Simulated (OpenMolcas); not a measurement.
**Pd2+: moving the ligands**

Pd2+ with 6 ligands (fluoride) in octahedral coordination (Oh) at 2.17 Å. A charge of +0.667 e stands 2.4 Å behind each ligand. Ligand basis ANO-RCC-VDZP.

- Program: OpenMolcas 26.06
- Method: SS-CASPT2, IPEA 0.25 Eh, imaginary shift 0.1 Eh (closed shells correlated: 4s 4p and the ligand valence shells)
- Basis: ANO-RCC-VDZP [6s5p3d1f]
- Scalar Hamiltonian: DKH2, point nucleus
- Active space: 8 electrons in 5 orbitals (4d)
- State averaging: 2S+1 = 3 even, 10 roots; 2S+1 = 1 even, 15 roots
- Spin-orbit coupling: state interaction with AMFI integrals over the reference wave functions

Runs around this geometry, states (labels of O, the rotations of Oh). Energies in cm-1 above the lowest state or level, χT in cm3 K/mol.

```csv
R (Å),Ground state,First state of that spin,First gap with spin-orbit (degeneracies),χT at 300 K,First state of another spin
2.07,3A2,3T2 14680,"9620 (3, 2)",1.381,1E 10090
2.17,3A2,3T2 11400,"9060 (3, 2)",1.500,1E 10200
2.22,3A2,3T2 9420,"8020 (3, 2)",1.603,1E 10270
```

Taking the first state of the same spin as R^-n, n = -ln(9420 / 14680) / ln(2.22 / 2.07) = 6.3 between the shortest and longest distance.

Roots that are degenerate in the reference are averaged as groups; the widest CASPT2 spread within a group is 330 cm-1 (the 3-fold group of multiplicity 3 near 25000 cm-1 above the lowest state of its run, R = 2.22). Shifts and gaps below about the spread of the groups concerned are not significant. Over all roots computed the reference weight is 0.69 to 0.70 in R = 2.07, 0.69 to 0.70 in R = 2.17, 0.69 to 0.70 in R = 2.22; a low but even weight reflects the number of correlated electrons. Real 4d8 and 5d8 ions are as a rule square planar and diamagnetic. Ligand-to-metal charge-transfer states are missing. With no ligand orbital active B as a rule stays too high, so bands that hang on it stand too high and its fall with covalency is understated. With one d shell and no ligand orbital active, 10Dq can be off by a tenth or more. Free-ion shares, where given, are those of the reference states; single-state CASPT2 does not remix them (holds for R = 2.17; R = 2.22). No measured value stands beside these numbers; the geometry is a model, was not optimised and need not be the one that this ion takes.
